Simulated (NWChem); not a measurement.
System: NH3SeO; SMILES N[Se]O

NWChem input:

```
start job
memory heap 200 mb stack 900 mb global 1100 mb
geometry units angstroms
  Se     0.072778    -0.006692     0.341655
  O     -0.012678     1.365730    -0.866149
  H      0.868254     1.667568    -1.100754
  N     -0.383566    -1.426294    -0.679119
  H      0.280440    -1.644440    -1.413766
  H     -1.318542    -1.357368    -1.064024
end
basis spherical
  * library 6-31g*
end
dft
  xc b3lyp
  iterations 150
end
driver
  maxiter 120
end
task dft optimize
task dft freq
```

Output (shortened):

```
             Northwest Computational Chemistry Package (NWChem) 7.3.0
             --------------------------------------------------------

 C1  symmetry detected

                             Geometry "geometry" -> ""
                             -------------------------

 Output coordinates in angstroms (scale by  1.889725989 to convert to a.u.)

  No.       Tag          Charge          X              Y              Z
 ---- ---------------- ---------- -------------- -------------- --------------
    1 Se                  34.0000     0.41962167     0.01294375    -0.00723089
    2 O                    8.0000    -0.72206967    -1.41629811    -0.06591603
    3 H                    1.0000    -0.74779194    -1.86599791     0.78219677
    4 N                    7.0000    -0.73178479     1.40568120    -0.00053627
    5 H                    1.0000    -1.31308630     1.46435080     0.82822442
    6 H                    1.0000    -1.30720749     1.45217604    -0.83348868

 Effective nuclear repulsion energy (a.u.)     197.6882974405

                                Z-matrix (autoz)
                                --------

 Units are Angstrom for bonds and degrees for angles

      Type          Name      I     J     K     L     M      Value
      ----------- --------  ----- ----- ----- ----- ----- ----------
    1 Stretch                  1     2                       1.83020
    2 Stretch                  1     4                       1.80707
    3 Stretch                  2     3                       0.96031
    4 Stretch                  4     5                       1.01400
    5 Stretch                  4     6                       1.01345
    6 Bend                     1     2     3               110.73745
    7 Bend                     1     4     5               114.38674
    8 Bend                     1     4     6               113.20914
    9 Bend                     2     1     4               101.80126
   10 Bend                     5     4     6               110.09631
   11 Torsion                  2     1     4     5          65.43251
   12 Torsion                  2     1     4     6         -61.78663
   13 Torsion                  3     2     1     4        -107.03348

                           NWChem Geometry Optimization
                           ----------------------------

[...]

      ----------------------
      Optimization converged
      ----------------------

  Step       Energy      Delta E   Gmax     Grms     Xrms     Xmax
  ---- ---------------- -------- -------- -------- -------- --------
@    6   -2533.02450822 -9.0D-08  0.00002  0.00001  0.00031  0.00097
                                     ok       ok       ok       ok

                                Z-matrix (autoz)
                                --------

 Units are Angstrom for bonds and degrees for angles

      Type          Name      I     J     K     L     M      Value     Gradient
      ----------- --------  ----- ----- ----- ----- ----- ---------- ----------
    1 Stretch                  1     2                       1.84844   -0.00001
    2 Stretch                  1     4                       1.83244   -0.00002
    3 Stretch                  2     3                       0.97253   -0.00001
    4 Stretch                  4     5                       1.01595    0.00001
    5 Stretch                  4     6                       1.01617    0.00001
    6 Bend                     1     2     3               105.66170   -0.00000
    7 Bend                     1     4     5               114.21581   -0.00001
    8 Bend                     1     4     6               113.27437   -0.00001
    9 Bend                     2     1     4               106.10425    0.00001
   10 Bend                     5     4     6               111.01764   -0.00000
   11 Torsion                  2     1     4     5          65.50674   -0.00002
   12 Torsion                  2     1     4     6         -62.92274    0.00000
   13 Torsion                  3     2     1     4         -90.30612   -0.00000

[...]

 Rotational Constants
 --------------------
 A=   0.504150 cm-1  (  0.725343 K)
 B=   0.225120 cm-1  (  0.323890 K)
 C=   0.162306 cm-1  (  0.233518 K)

 Temperature                      =   298.15K
 frequency scaling parameter      =   1.0000

 Zero-Point correction to Energy  =   25.305 kcal/mol  (  0.040326 au)
 Thermal correction to Energy     =   28.023 kcal/mol  (  0.044657 au)
 Thermal correction to Enthalpy   =   28.615 kcal/mol  (  0.045601 au)

 Total Entropy                    =   68.709 cal/mol-K
   - Translational                =   40.036 cal/mol-K (mol. weight = 111.9398)
   - Rotational                   =   23.975 cal/mol-K (symmetry #  =        1)
   - Vibrational                  =    4.697 cal/mol-K

 Cv (constant volume heat capacity) =   13.893 cal/mol-K
   - Translational                  =    2.979 cal/mol-K
   - Rotational                     =    2.979 cal/mol-K
   - Vibrational                    =    7.934 cal/mol-K

[normal modes left out]

 ----------------------------------------------------------------------------
 Normal Eigenvalue ||           Projected Infra Red Intensities
  Mode   [cm**-1]  || [atomic units] [(debye/angs)**2] [(KM/mol)] [arbitrary]
 ------ ---------- || -------------- ----------------- ---------- -----------
    1       -0.000 ||    0.003592           0.083         3.501       0.990
    2       -0.000 ||    0.000903           0.021         0.880       0.249
    3       -0.000 ||    0.000138           0.003         0.134       0.038
    4        0.000 ||    0.001728           0.040         1.685       0.477
    5        0.000 ||    0.000111           0.003         0.108       0.031
    6        0.000 ||    0.002022           0.047         1.971       0.558
    7      238.319 ||    0.018454           0.426        17.990       5.089
    8      430.833 ||    0.087564           2.020        85.362      24.147
    9      478.792 ||    0.076962           1.776        75.027      21.224
   10      562.120 ||    0.232111           5.355       226.274      64.008
   11      615.512 ||    0.019616           0.453        19.123       5.410
   12      783.748 ||    0.069491           1.603        67.744      19.163
   13     1026.289 ||    0.004818           0.111         4.697       1.329
   14     1112.531 ||    0.051430           1.187        50.137      14.183
   15     1632.648 ||    0.017605           0.406        17.162       4.855
   16     3500.816 ||    0.004932           0.114         4.808       1.360
   17     3612.780 ||    0.019221           0.443        18.737       5.300
   18     3715.075 ||    0.042029           0.970        40.972      11.590
 ----------------------------------------------------------------------------
```

Level: B3LYP/6-31G* (spherical d). This build's default masses of Se (78.918 u) and Br (79.917 u) are each other's, which moves their modes by up to 0.6 %.
